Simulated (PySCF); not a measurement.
Match the calculated data to a structure.

All candidates are C6H10S.

| technique | computed result |
| --- | --- |
| NMR, other nuclei | isotropic shieldings of nuclei other than C and H, by class: 513 (1 S) ppm [GIAO PBE0/pcSseg-1] |
| Dipole | 1.09 D [PBE0/def2-SVPD] |
| 1H NMR | chemical shifts (computed TMS as zero) by class: 5.53 (1 H), 4.96 (1 H), 2.25 (3 H), 1.47 (1 H), 0.80 (2 H), 0.27 (2 H) ppm [GIAO PBE0/pcSseg-1] |
| UV, first state | lowest singlet excitation: 5.06 eV (245 nm, f = 0.000) [TDDFT PBE0/def2-SVPD] |
| 13C NMR | chemical shifts (computed TMS as zero) by class: 135.5 (1 C), 134.0 (1 C), 21.4 (1 C), 15.9 (1 C), 9.2 (2 C) ppm [GIAO PBE0/pcSseg-1] |
| Rotational structure | rotational constants A, B, C: 7.459, 0.919, 0.879 GHz [GFN2-xTB] |
| Polarisability | 96.8 au [PBE0/def2-SVPD] |

The electronic properties come from PySCF, for the isolated species, density fitting. Levels stand in brackets. Geometry: GFN2-xTB, one conformer, isolated molecule. Each NMR value is the plain mean over a class of atoms that symmetry, rotation or inversion makes alike.

Task: Which candidate is it?
A. `CS/C=C\C1CC1`
B. `CC(=S)C=C(C)C`
C. `CC1(C)CCC1=S`
D. `C=C/C(C)=C\SC`

Result: A. It is `CS/C=C\C1CC1`. Numbering: `[CH3:1][S:2]/[CH:3]=[CH:4]\[CH:5]1[CH2:6][CH2:7]1`. Its formula, C6H10S, gives 2 degrees of unsaturation: 1 ring and 1 π bond in the structure found. 6 carbons fall into 5 classes; from least to most shielded: alkene CH carbon [C4] (135.5 ppm), alkene CH carbon [C3] (134.0 ppm), S-methyl carbon [C1] (21.4 ppm), allylic carbon [C5] (15.9 ppm), three-membered-ring carbon [C6/C7] (9.2 ppm, 2 C). Hydrogen classes from least to most shielded: 1 H on an alkene CH carbon, C3 (5.53 ppm), 1 H on an alkene CH carbon, C4 (4.96 ppm), 3 H on an S-methyl carbon, C1 (2.25 ppm), 1 H on an allylic carbon, C5 (1.47 ppm), 2 H on 2 three-membered-ring carbons, C6/C7 (0.80 ppm), 2 H on 2 three-membered-ring carbons, C6/C7 (0.27 ppm). The other shieldings belong to: 513 ppm, sulfide sulfur [S2]. The optimised geometry has point group Cs and is an asymmetric top.

The others, at the same levels:
- `CC1(C)CCC1=S` fails: its computed 13C shifts are 300.5 (1 C), 61.3 (1 C), 47.6 (1 C), 32.7 (1 C), 30.1 (2 C) ppm, 1H shifts are 3.30 (2 H), 2.35 (2 H), 1.22 (6 H) ppm and rotational constant A is 2.980 GHz (against 7.459 GHz).
- `CC(=S)C=C(C)C` fails: it has 6 carbon classes against 5; its computed 13C shifts are 251.1 (1 C), 173.5 (1 C), 133.4 (1 C), 47.4 (1 C), 33.3 (1 C), 30.7 (1 C) ppm, 1H shifts are 7.40 (1 H), 3.13 (3 H), 2.68 (3 H), 2.27 (3 H) ppm and lowest singlet excitation is 2.13 eV (582 nm, f = 0.000) (against 5.06 eV).
- `C=C/C(C)=C\SC` fails: it has 6 carbon classes against 5; its computed 13C shifts are 140.9 (1 C), 139.4 (1 C), 133.8 (1 C), 117.6 (1 C), 21.6 (1 C), 21.5 (1 C) ppm, 1H shifts are 6.95 (1 H), 5.62 (1 H), 5.37 (1 H), 5.26 (1 H), 2.26 (3 H), 1.90 (3 H) ppm and lowest singlet excitation is 4.38 eV (283 nm, f = 0.362) (against 5.06 eV).

Each candidate is one conformer, not necessarily the lowest. The conformers computed, where there is a choice (atom-mapped SMILES and torsion angles):
- `[CH3:1][S:2]/[CH:3]=[CH:4]\[CH:5]1[CH2:6][CH2:7]1`: C1–S2–C3–C4 180°, C3–C4–C5–C6 -145°
- `[CH3:1][C:2](=[S:3])[CH:4]=[C:5]([CH3:6])[CH3:7]`: C1–C2–C4–C5 -179°
- `[CH2:1]=[CH:2]/[C:3]([CH3:4])=[CH:5]\[S:6][CH3:7]`: C1–C2–C3–C4 0°, C3–C5–S6–C7 180°
